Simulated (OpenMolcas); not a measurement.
**What dynamic correlation does to the levels of Ge**

```
Program             : OpenMolcas
Basis               : ANO-RCC-VQZP [7s6p4d2f1g]
Scalar Hamiltonian  : DKH2, point nucleus
Active space        : 4 electrons in 8 orbitals (4s 4p 5s 5p)
State averaging     : 2S+1 = 3 even, 3 roots; 2S+1 = 1 even, 6 roots; 2S+1 = 5 odd, 1 root; 2S+1 = 3 odd, 5 roots
Spin-orbit coupling : state interaction with AMFI integrals over the reference wave functions, term energies averaged over their components
```

Methods on the same reference wave functions:
A. CASSCF
B. SS-CASPT2, IPEA 0.25 Eh, imaginary shift 0.1 Eh (closed shells correlated: 3d)

Energies in cm⁻¹ above 4s² 4p² ³P₀, the measured ground level; measured values from NIST Handbook of Basic Atomic Spectroscopic Data.

```csv
Level,A,B,Measured
4s² 4p² ³P₀,0.0,0.0,0.0
4s² 4p² ³P₁,453,447,557
4s² 4p² ³P₂,1172,1161,1410
4s² 4p² ¹D₂,8953,7890,7125
4s² 4p² ¹S₀,15615,16900,16367
4s 4p³ ⁵S°₂,32601,39600,41927
```

Deviations, from unrounded energies. A percentage is the sum of absolute deviations over the sum of measured energies, with the sign that they share, or ± where signs differ.

| Against measurement | Levels | A | B |
| --- | --- | --- | --- |
| mean absolute deviation (cm-1) | 5 | 2400 | 800 |
| fine structure of the ground term (%) | 2 | -17.4 | -18.3 |
| other terms of the ground configuration (%) | 2 | ±11.0 | +5.5 |
| other configurations (%) | 1 | -22.2 | -5.6 |

B lies closest to measurement on these levels. The largest miss of B in the table is 4s 4p³ ⁵S°₂, by -2300 cm-1. The ranking rests on the paired levels alone, and a cruder setting can come out closer through cancelling errors.

From A to B the spin-free energies of the other terms of 4s² 4p² shown, above ³P, scale by factors of 0.87 to 1.09.

The lowest spin-free term lies below A's lowest term by 0.480 hartree in B.

Term energies are means over components that CASPT2 splits; among the terms shown or strongly mixed into the levels shown the widest spread is 58 cm-1 (4s² 4p² ¹D, B). Over all roots computed the reference weight is 0.87 to 0.95 in B; the roots of lowest weight are the least certain, and an intruder state may touch them. Active for correlation alone: 5p 5s; no level in the range computed is led by a configuration that fills them, so any true level of that kind is missing. Terms of s pⁿ other than that of highest spin mix with s² pⁿ⁻² d, which this space lacks; all of them can be thousands of cm-1 off, and some have no real level of that name. Without dynamic correlation excited terms often stand tens of per cent too high (terms of higher spin than the ground term too low), and those without a measured partner can miss by more than the paired ones (holds for A). Measured partners are found by configuration, term and J. A level has none where our copy of the source lacks it or the pairing is in doubt (some pairs that miss far off the trend of their configuration count as doubtful), and it then counts in no deviation. Levels of configurations outside the active space are missing. Levels that lie high or do not pair safely by name in every column are left out.

° marks odd parity.
